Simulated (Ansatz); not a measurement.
`[CH3][Ge]([NH2])([F])[Cl]` + `[O]1[SiH2][GeH2]1` → `[CH3][GeH]1[O][SiH2]1` + `[NH2][GeH]([F])[Cl]`  (formal exchange of groups at a C–Ge bond)

Calculated with Ansatz (gas phase, PBE0-D4/def2-TZVP geometries, no zero-point term in ΔE). CCSD(T)/CBS is the MP2 limit (def2-TZVPP, def2-QZVPP) plus CCSD(T) − MP2 in def2-TZVPP, frozen cores. DFT in def2-TZVPP. For Ge outer-core shells are correlated without core-valence functions, which leaves a few kJ/mol of doubt a bond. Scalar relativity is left out up to krypton. One conformer a species, not always the lowest.

`[CH3][Ge]([NH2])([F])[Cl]`:

Z-matrix (Å, degrees):
```
C
Ge 1 1.923
H 1 1.089 2 109.3
H 1 1.090 2 109.9 3 -119.6
H 1 1.090 2 109.2 3 120.2
N 2 1.811 1 114.6 3 -176.4
F 2 1.731 1 110.4 3 -59.5
Cl 2 2.159 1 109.6 3 54.5
H 6 1.011 2 115.0 1 -65.0
H 6 1.011 2 113.7 1 168.2
```

`[O]1[SiH2][GeH2]1`:

Z-matrix (Å, degrees):
```
Si
Ge 1 2.256
O 1 1.651 2 55.3
H 1 1.484 2 122.7 3 -102.3
H 1 1.484 2 122.7 3 102.3
H 2 1.535 1 123.7 3 83.6
H 2 1.535 1 123.7 3 -83.6
```

`[CH3][GeH]1[O][SiH2]1`:

Z-matrix (Å, degrees):
```
C
Ge 1 1.944
H 1 1.089 2 110.1
H 1 1.091 2 110.2 3 -120.5
H 1 1.092 2 109.1 3 120.0
O 2 1.893 1 108.9 3 -57.6
Si 2 2.258 1 124.9 3 -8.7
H 2 1.541 1 112.0 3 -177.0
H 7 1.486 2 122.8 1 19.0
H 7 1.485 2 123.6 1 175.5
```

`[NH2][GeH]([F])[Cl]`:

Z-matrix (Å, degrees):
```
Ge
F 1 1.738
Cl 1 2.129 2 105.2
N 1 1.803 2 112.3 3 116.1
H 1 1.525 2 106.3 3 -119.2
H 4 1.010 1 115.0 2 -70.6
H 4 1.010 1 115.6 2 59.4
```

Q: Is it downhill or uphill in electronic energy at CCSD(T)/CBS, and by how much? (An estimate is asked.)

A: The calculation gave: Uphill: ΔE = +10.4 kJ/mol.

Q: What do these levels give: BLYP-D4, revPBE, r2SCAN0, MP2/def2-TZVPP, SCS-MP2/def2-TZVPP, HF/CBS(def2)? (An estimate is asked.)

A: Computed: BLYP-D4 11.1, revPBE 9.0, r2SCAN0 11.6, MP2/def2-TZVPP 9.7, SCS-MP2/def2-TZVPP 9.5, HF/CBS(def2) 10.5 kJ/mol.

Largest T1 diagnostic among the species: 0.014.

Leaving LDA and LC-ωPBE aside and taking each functional with its dispersion term where it has one, the values, not all of them listed here, spread over 2.0 kJ/mol, from B2PLYP to r2SCAN0-D4.
